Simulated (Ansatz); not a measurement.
Two isomers of F2H4O2Si2: A = `O[SiH2]O[SiH](F)F`, B = `O[SiH2][Si](O)(F)F`.

Isolated molecules relaxed with PBE0-D4/def2-TZVP in Ansatz; ΔE leaves out vibrations. CCSD(T)/CBS is the MP2 limit (def2-TZVPP, def2-QZVPP) plus CCSD(T) − MP2 in def2-TZVPP, frozen cores. Functionals use def2-TZVPP. B3LYP here is the variant with VWN-RPA as its local correlation; programs differ in this. One conformer a species, not always the lowest.

**Question.** Which is lower in electronic energy at CCSD(T)/CBS, and by how much? (Estimate.)

**Answer.** Ansatz gave: A, by 36.1 kcal/mol.

**Question.** Give E(B) − E(A) in kcal/mol with B3LYP, CCSD/def2-TZVPP, B2PLYP, B3LYP-D4, MP2/def2-TZVPP, CCSD(T)/def2-TZVPP, PBE-D4. (Estimate.)

**Answer.** Ansatz gave: B3LYP 34.9, CCSD/def2-TZVPP 37.2, B2PLYP 36.5, B3LYP-D4 34.6, MP2/def2-TZVPP 38.1, CCSD(T)/def2-TZVPP 36.4, PBE-D4 28.4. None reverses the order clearly.

Largest T1 diagnostic: 0.012.

From PBE to PBE0 (25 % exact exchange), in def2-TZVPP and without D4, E(B) − E(A) moves by +2.8 kcal/mol. In def2-TZVPP, CCSD(T) changes the Hartree–Fock value by −5.7 kcal/mol (the triples alone add −0.8 kcal/mol) and MP2 by −4.0 kcal/mol.
